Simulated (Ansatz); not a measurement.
`[NH2][Mo]([NH2])(=[O])=[O]` + H–F → `[NH2][Mo](=[O])(=[O])[F]` + NH₃  (ligand exchange at a Mo–N bond)

Gas-phase electronic energies from Ansatz, PBE0-D4/def2-TZVP geometries. CCSD(T)/CBS is the MP2 limit (def2-TZVPP, def2-QZVPP) plus CCSD(T) − MP2 in def2-TZVPP, frozen cores. This one scheme is used for every species. Elements past krypton have def2 core potentials. For Mo outer-core shells are correlated without core-valence functions, which leaves a few kJ/mol of doubt a bond. One conformer a species, not always the lowest.

```csv
species,CCSD/def2-TZVPP energy (Eh)
`[NH2][Mo]([NH2])(=[O])=[O]`,-330.11829
H–F,-100.33828
`[NH2][Mo](=[O])(=[O])[F]`,-374.01078
NH₃,-56.46834
```

Work out ΔE.

ΔE = (-374.01078) + (-56.46834) − (-330.11829) − (-100.33828) = -0.02255 Eh = -14.2 kcal/mol. CCSD(T)/CBS gives -13.6 kcal/mol.

Largest T1 diagnostic among the species: 0.024, so the coupled-cluster value is less sure than usual.

Leaving LDA and LC-ωPBE aside and taking each functional with its dispersion term where it has one, the values, not all of them listed here, spread over 4.7 kcal/mol, from B97M-V to PBE-QIDH. LDA lies +2.9 kcal/mol from PBE without D4. From BLYP to BHLYP (50 % exact exchange), in def2-TZVPP and without D4, ΔE moves by +2.2 kcal/mol. The D4 term adds +1.7 kcal/mol with B3LYP and +0.9 kcal/mol with PBE0; it sums over pairs of atoms, weighted by their polarisabilities, and B3LYP, whose exchange is more repulsive, gets the larger term.

B3LYP here is the variant with VWN-RPA as its local correlation; programs differ in this.
